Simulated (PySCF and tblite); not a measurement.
Results of a calculation; reference values are marked as such.
Conformers and averaged properties: C3H7BrO, numbered as in [CH3:1][O:2][CH2:3][CH2:4][Br:5]

The ensemble was built from 90 distance-geometry starts (ETKDG and KDG, MMFF94s, GFN2-xTB) and rests on PBE0-D3(BJ)/def2-SVP geometries. Free energies are PBE0-D3(BJ)/def2-TZVP single points with GFN2-xTB rigid-rotor and vibrational terms (modes under about 100 cm⁻¹ blended into free rotors). Symmetry numbers and mirror images are counted. Conformers within 4 kcal/mol (GFN2-xTB free energy) were kept, 7 at most. GIAO shieldings: PBE0/pcSseg-1. Couplings: B3LYP/pcSseg-1 with pcJ-1 on H (gas phase; spin-dipole term only for pairs with B, N, F, Si or P). Couplings are for ¹H; a prime marks the second kind of pair between the same two sets of atoms. Shifts are against TMS (¹H), TMS (¹³C) at the same level. Codes: tblite and PySCF.

Torsions listed: C1–O2–C3–C4, O2–C3–C4–Br5. Of a mirror pair one member is shown.

| conformer | shape | symmetry | E(GFN2) kcal/mol | E(DFT) kcal/mol | G(298.15 K) kcal/mol | weight % | dipole D |
| --- | --- | --- | --- | --- | --- | --- | --- |
| 1 | 179°, 180° | Cs | 0.00 | 0.00 | 0.00 | 41.2 | 1.88 |
| 2 | 174°, -67° | C1 (pair) | 1.13 | 0.40 | 0.08 | 35.8 | 2.70 |
| 3 | 80°, 178° | C1 (pair) | 0.08 | 0.89 | 0.63 | 14.3 | 1.82 |
| 4 | 62°, 55° | C1 (pair) | 1.72 | 1.29 | 1.07 | 6.8 | 2.60 |
| 5 | 86°, -79° | C1 (pair) | 1.48 | 1.85 | 1.80 | 2.0 | 1.22 |

Weights (%) against temperature:

```json
{"T (K)": "220", "1": "49.7", "2": "36.0", "3": "9.7", "4": "3.8", "5": "0.8", "S(mix) cal/mol/K": "2.89"}
{"T (K)": "260", "1": "44.8", "2": "36.2", "3": "12.3", "4": "5.4", "5": "1.3", "S(mix) cal/mol/K": "3.15"}
{"T (K)": "298.15", "1": "41.2", "2": "35.8", "3": "14.3", "4": "6.8", "5": "2.0", "S(mix) cal/mol/K": "3.34"}
{"T (K)": "340", "1": "38.0", "2": "35.0", "3": "16.1", "4": "8.2", "5": "2.7", "S(mix) cal/mol/K": "3.50"}
{"T (K)": "380", "1": "35.6", "2": "34.3", "3": "17.4", "4": "9.3", "5": "3.4", "S(mix) cal/mol/K": "3.62"}
```

Averaged shifts at 298.15 K. ¹H: 3.32 (H1, 3H), 3.27 (H3, 2H), 3.26 (H4, 2H) ppm. ¹³C: 74.9 (C3), 58.8 (C1), 40.0 (C4) ppm.

Averaged couplings (Hz): ²J(H1,H1) -11.4, ²J(H3,H3) -10.8, ³J(H3,H4) 7.0, ³J(H3,H4′) 9.4, ²J(H4,H4) -10.9.

Coordinates of conformer 1 (Å):

```xyz
12

C    -1.891   -0.062   -0.424
O    -0.664    0.593   -0.344
C     0.268   -0.072    0.453
C     1.540    0.744    0.430
Br    2.908   -0.095    1.512
H    -2.547    0.527   -1.078
H    -1.790   -1.079   -0.852
H    -2.376   -0.158    0.567
H     0.469   -1.095    0.074
H    -0.093   -0.179    1.496
H     1.935    0.830   -0.590
H     1.371    1.749    0.837
```

Coordinates of conformer 2 (Å):

```xyz
12

C    -1.859    0.201    0.211
O    -0.553    0.288    0.687
C     0.339   -0.550    0.030
C     1.739   -0.272    0.506
Br    2.357    1.495   -0.011
H    -2.287   -0.813    0.345
H    -2.472    0.916    0.777
H    -1.924    0.458   -0.866
H     0.281   -0.420   -1.070
H     0.114   -1.619    0.242
H     1.790   -0.309    1.602
H     2.448   -0.992    0.079
```

Spin–orbit effects of the heavy atoms on shieldings are missing. At a carbon that bears Br the missing effect is some 10 ppm, beside I tens of ppm. Shifts are unscaled: against experiment ¹³C can be off by 15 ppm or more and ¹H by 0.8 ppm.

Search and properties took 4.2 min on 1 thread of Arm Neoverse V1 (shared host) (rough), launched as `OMP_NUM_THREADS=1 python ens_run.py task.json out`.
